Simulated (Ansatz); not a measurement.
Ansatz results at the PBE0-D4/def2-TZVP geometry: size of the dipole moment (PBE/def2-TZVPP) 0.86 D; HOMO–LUMO gap (ωB97M-V/def2-TZVPP) 13.10 eV; LUMO energy (PBE/def2-TZVPP) -1.01 eV.

Each molecule was computed in one conformer, which needn't be the lowest.

**Question.** Which molecule gave them?
A. `[NH2][Al]([F])[TeH]`
B. `C=CCI`
C. `OC(F)(F)[SiH2]Cl`
D. `C=[C](S)[GeH3]`

**Answer.** C. The others give `C=CCI`: 1.74, 10.08, -2.17; `C=[C](S)[GeH3]`: 0.74, 10.41, -1.37; `[NH2][Al]([F])[TeH]`: 1.97, 9.76, -1.55.
